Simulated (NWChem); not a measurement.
**Atomisation of ditellurium (Te$_{2}$)**

```xyz
2

Te     0.0000     0.0000     1.2982
Te     0.0000     0.0000    -1.2982
```
Charge 0, spin multiplicity 3.

Program: NWChem. The geometry was optimised at UB3LYP/def2-SVP with def2 effective core potentials on Te, a minimum by its harmonic frequencies.

Basis set: def2-TZVP. The atomisation energy is electronic alone: no zero-point, thermal, spin-orbit or counterpoise terms. No value is extrapolated to the basis-set limit. Free atoms are single determinants with multiplicities Te 3. Correlated methods freeze the same cores in atoms and molecule, 8 orbitals in all.

Relative cost: rough, from shared machines, SCF included, B3LYP = 1. Costs are the molecule's.

Effective core potentials replace the inner electrons of Te; spin-orbit coupling is left out. B3LYP has NWChem's definition, with VWN1-RPA local correlation. GW and range-separated runs recompute their integrals, the others keep them in memory, which bears on the times. The unpaired electrons of the parent sit in orbitals of symmetry b2g and b3g (D2h labels of the run); other states weren't searched. The stability of the SCF solutions was not checked. Open-shell Hartree-Fock references start from PBE0 orbitals; any time given for them includes that run.

```json
[
 {"method": "MP2", "atomisation energy (kcal/mol)": "66.4", "relative cost": "4"},
 {"method": "PBE", "atomisation energy (kcal/mol)": "78.3", "relative cost": "under 3"},
 {"method": "HF", "atomisation energy (kcal/mol)": "20.5", "relative cost": "under 3"},
 {"method": "r2SCAN", "atomisation energy (kcal/mol)": "?", "relative cost": "under 3"},
 {"method": "PBE0", "atomisation energy (kcal/mol)": "69.8", "relative cost": "under 3"},
 {"method": "B3LYP", "atomisation energy (kcal/mol)": "?", "relative cost": "1"},
 {"method": "CAM-B3LYP", "atomisation energy (kcal/mol)": "?", "relative cost": "10"},
 {"method": "TPSS", "atomisation energy (kcal/mol)": "76.0", "relative cost": "under 3"}
]
```

What belongs in the gaps?


- r2SCAN, atomisation energy (kcal/mol): 72.0
- B3LYP, atomisation energy (kcal/mol): 68.7
- CAM-B3LYP, atomisation energy (kcal/mol): 62.3
